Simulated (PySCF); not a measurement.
**Löwdin shares of the frontier orbitals**

Species: trifluoromethanesulfonic acid, CHF3O3S.
Numbering: `[O:1]=[S:2](=[O:3])([OH:4])[C:5]([F:6])([F:7])[F:8]` (hydrogens: H9 on O4)

Structure used (GFN2-xTB), in Å, numbered top down from 1:
```
atom  x, y, z in Å
O1    -0.9310    0.0327    1.6154
S2    -0.7882   -0.2588    0.2336
O3    -1.3972   -1.3894   -0.3512
O4    -1.1358    1.0362   -0.6081
C5     1.0390   -0.3156   -0.1473
F6     1.5650    0.8480    0.2243
F7     1.6387   -1.2915    0.5124
F8     1.2319   -0.4772   -1.4450
H9    -1.2090    1.8215   -0.0593
```

Level of theory: TDDFT CAM-B3LYP/def2-SVPD, vertical, gas phase, core orbitals frozen in the response (PySCF 2.14.0, density-fitted response routines).

Frontier orbitals with the atoms that hold most of them (Löwdin shares over 4%, at most four atoms; ? is withheld):

| orbital | ε (eV) | atoms |
| --- | --- | --- |
| LUMO+2 | 1.42 | S2 45%, F6 11%, O1 9%, F8 8% |
| LUMO+1 | 1.24 | S2 36%, F7 16%, C5 10%, O1 8% |
| LUMO | 0.16 | S2 32%, O4 25%, H9 20%, O1 6% |
| HOMO | -11.61 | ? |
| HOMO-1 | -11.81 | ? |
| HOMO-2 | -12.31 | O3 41%, O1 40%, S2 11% |
| HOMO-3 | -12.87 | O4 35%, O3 29%, O1 19%, S2 10% |

(1) Which atoms hold the HOMO, and with what shares?

(2) Which atoms hold the HOMO-1, and with what shares?

(3) How does S1 compare with the orbital gap of 11.77 eV?

(4) Give energy, strength and leading configuration of S1 and S2, and follow the Löwdin shares of the leading atoms from the occupied to the empty orbital.

Results:

(1) O1 (bonded to S) 37%; O3 (bonded to S) 36%; O4 (bonded to S and H) 10%; S2 (bonded to C and 3 O) 7%. By element: oxygen 83%, sulfur 7%.

(2) O1 (bonded to S) 36%; O3 (bonded to S) 23%; S2 (bonded to C and 3 O) 12%; C5 (bonded to 3 F and S) 10%. By element: oxygen 59% or more, sulfur 12%, carbon 10%.

(3) S1 is at 8.53 eV (f = 0.0099), 3.24 eV below the gap, made of HOMO→LUMO (81%). Without the coupling terms of the response equations the lowest excitation would equal the gap.

(4) 
- S1 (8.53 eV, f 0.0099), HOMO→LUMO (81%): O1 37% → 6%, O3 36% → at most 7%, S2 7% → 32%, O4 10% → 25%
- S2 (8.93 eV, f 0.051), HOMO-1→LUMO (79%): O1 36% → 6%, O3 23% → at most 7%, S2 12% → 32%, O4 at most 11% → 25%

One conformer stands for the species.
